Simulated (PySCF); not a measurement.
Two species compared at the same levels of theory.

First species: C4H5ClF2O2.
Structure used (GFN2-xTB), in Å, numbered top down from 1:
```
atom  x, y, z in Å
F1     0.110   -1.210    1.595
C2    -0.287   -1.229    0.272
O3     0.810   -1.214   -0.548
C4     1.548   -0.007   -0.464
O5     0.783    1.109   -0.785
C6    -0.309    1.265    0.086
C7    -1.181    0.007    0.043
F8    -2.153    0.063    0.994
Cl9   -1.964   -0.169   -1.543
H10   -0.829   -2.168    0.113
H11    2.337   -0.087   -1.212
H12    1.975    0.089    0.550
H13   -0.866    2.142   -0.249
H14    0.025    1.407    1.126
```

Second species: C5H4FO2 (charge -1).
Atom-mapped SMILES: `[CH2:1]=[CH:2]/[C:3]([F:4])=[CH:5]\[C:6](=[O:7])[O-:8]` (hydrogens: H9, H10 on C1; H11 on C2; H12 on C5)

Cartesian coordinates in Å at the GFN2-xTB level; atoms count from 1:
```
atom  x, y, z in Å
C1     2.2973   -0.1243    0.2813
C2     0.9748   -0.2578    0.2696
C3     0.0621    0.5996   -0.4427
F4     0.6766    1.6317   -1.1576
C5    -1.2613    0.5019   -0.4804
C6    -2.1537   -0.5641    0.2380
O7    -1.5828   -1.4241    0.9207
O8    -3.3617   -0.4080    0.0257
H9     2.7958    0.6644   -0.2617
H10    2.9310   -0.7984    0.8343
H11    0.4525   -1.0403    0.8063
H12   -1.8295    1.2188   -1.0596
```

Levels: CAM-B3LYP/def2-SVPD for HOMO energy, LUMO energy, HOMO–LUMO gap and static isotropic polarisability; TDDFT CAM-B3LYP/def2-SVPD for lowest singlet excitation; TDA CAM-B3LYP/def2-SVPD for lowest triplet excitation (Tamm–Dancoff). Geometries: GFN2-xTB. Each structure is a single optimised conformer of the isolated species, non-relativistic unless stated; the electronic structure was computed with PySCF and density fitting.

Dipoles, sizes and rotational constants follow the conformer. The torsions of the flexible species, by atom-mapped SMILES:
- `[CH2:1]=[CH:2]/[C:3]([F:4])=[CH:5]\[C:6](=[O:7])[O-:8]`: C1–C2–C3–F4 0°, C3–C5–C6–O7 0°

The conformers of `F[C@@H]1OCOC[C@@]1(F)Cl` aren't listed.

Values for the first species:

```
HOMO energy                              : -9.97 eV
LUMO energy                              : 1.01 eV
HOMO–LUMO gap                            : 10.98 eV
Lowest singlet excitation                : 7.31 eV
Lowest triplet excitation (Tamm–Dancoff) : 6.66 eV
Static isotropic polarisability          : 67.8 au
```

**Question.** Estimate the same properties for the second species, and the change in each.

**Answer.** 
| property | first | second | second less first |
| --- | --- | --- | --- |
| HOMO energy | -9.97 eV | -3.62 eV | +6.35 eV |
| LUMO energy | 1.01 eV | 3.58 eV | +2.57 eV |
| HOMO–LUMO gap | 10.98 eV | 7.20 eV | -3.78 eV |
| lowest singlet excitation | 7.31 eV | 4.03 eV | -3.28 eV |
| lowest triplet excitation (Tamm–Dancoff) | 6.66 eV | 3.11 eV | -3.55 eV |
| static isotropic polarisability | 67.8 au | 82.1 au | +14.3 au |

On the first: The polarisability is 10.05 Å³ as a volume (1 au = 0.148185 Å³), or 0.85 au for each of the 80 electrons. The principal polarisabilities are 63.6, 66.1 and 73.8 au; their mean is the isotropic value.

On the second: No computed singlet falls in the visible range (750 to 380 nm, 1.65 to 3.26 eV); S1 lies 0.77 eV above its blue end. The 8 singlets span 4.03 to 6.50 eV, and their oscillator strengths add up to 0.77.
